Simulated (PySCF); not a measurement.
F₄Se, SMILES F[Se](F)(F)F (connectivity only; charge and spin as stated), charge -1, multiplicity 2. Atoms are numbered in the order given.

```xyz
5

Se     0.0000     0.0000    -0.3931
F      0.0000    -1.2123     1.0527
F      1.8970     0.0000    -0.3101
F      0.0000     1.2123     1.0527
F     -1.8970     0.0000    -0.3101
```
Charge -1, spin multiplicity 2.

Geometry optimised at B3LYP-D3(BJ)/def2-SVPD. The spin state was assumed, not searched. The isomer is the one that the SMILES or the coordinates give; other isomers of the formula were not compared.

Computed with B3LYP/def2-SVPD (PySCF).

Mulliken values depend strongly on the basis, most of all with diffuse functions as here. ESP charges are fitted to the potential on shells at 1.4 to 2.0 van der Waals radii. Atomic charges (e):

```json
[
 {"atom": "Se1", "ESP fit": "0.38", "Mulliken": "1.40", "Mulliken spin": "0.86"},
 {"atom": "F2", "ESP fit": "-0.30", "Mulliken": "-0.55", "Mulliken spin": "0.07"},
 {"atom": "F3", "ESP fit": "-0.39", "Mulliken": "-0.65", "Mulliken spin": "0.00"},
 {"atom": "F4", "ESP fit": "-0.30", "Mulliken": "-0.55", "Mulliken spin": "0.07"},
 {"atom": "F5", "ESP fit": "-0.39", "Mulliken": "-0.65", "Mulliken spin": "0.00"}
]
```
